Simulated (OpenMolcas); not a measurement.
neutral selenium: the spin-orbit constant, Slater's ratio, worked from levels

```yaml
Program: OpenMolcas
Basis: ANO-R2 [6s6p4d3f1g]
Scalar_Hamiltonian: X2C, finite nucleus
Active_space: 6 electrons in 8 orbitals (4s 4p 5s 5p)
State_averaging: 2S+1 = 3 even, 3 roots; 2S+1 = 1 even, 6 roots; 2S+1 = 3 odd, 1 root; 2S+1 = 1 odd, 5 roots
Spin-orbit_coupling: RASSI with atomic mean-field integrals over the reference wave functions, term energies averaged over their components
```

Methods: CASSCF; SS-CASPT2, IPEA 0.25 Eh, imaginary shift 0.1 Eh (closed shells correlated: 3d). Measured levels: NIST Handbook of Basic Atomic Spectroscopic Data.

**The spin-orbit constant.** For the Hund term 3P of p4, E(J) = (A/2) J(J+1) + constant and ζ = -2S·A = -2A. From J = 0 to J = 2 the energy changes by 3 A.

```json
{"Source": "CASSCF", "E(2) - E(0)": "-2266.2", "A": "-755.4", "ζ": "1511"}
{"Source": "SS-CASPT2", "E(2) - E(0)": "-2317.2", "A": "-772.4", "ζ": "1545"}
{"Source": "measured", "E(2) - E(0)": "-2534.4", "A": "-844.8", "ζ": "1690"}
```

All in cm-1. SS-CASPT2 is off by -8.6 % and CASSCF by -10.6 %. Both methods take the spin-orbit matrix elements from the reference wave functions, so the second can move ζ only through the term energies and any multistate remixing. Second-order mixing with other terms is absorbed into this ζ.

**Slater's ratio.** With one set of orbitals, p4 has 1D - 3P = 6 F2 and 1S - 1D = 9 F2 (F2 = F²/25), a ratio of 3/2. Term energies are centres of gravity, weighted by 2J + 1.

```tsv
Source	1D - 3P	1S - 3P	F2 from the first	Ratio
CASSCF	10685	20135	1781	0.884
SS-CASPT2	9373	22540	1562	1.405
measured	8631	21501	1438	1.491
```

Energies in cm-1. A ratio away from 3/2 shows effects beyond one configuration with one set of orbitals, and in heavier atoms second-order spin-orbit shifts. In CASSCF the valence s occupation is 1.94 in 1S against 2.00 in 1D: mixing out of s² acts most on 1S and pulls it down.

CASPT2 does not keep the components of a term degenerate, so their means are used; among the terms shown or strongly mixed into the levels shown the widest spread is 46 cm-1 (4s2 4p4 1D, SS-CASPT2). The run also gave levels led by 4s2 4p3 5s, which use shells meant for correlation; these and all levels above them are left out. Without dynamic correlation excited terms often stand tens of per cent too high (terms of higher spin than the ground term too low), and those without a measured partner can miss by more than the paired ones (holds for CASSCF). Measured partners are found by configuration, term and J. A level has none where our copy of the source lacks it or the pairing is in doubt (some pairs that miss far off the trend of their configuration count as doubtful), and it then counts in no deviation. Levels of configurations outside the active space are missing.
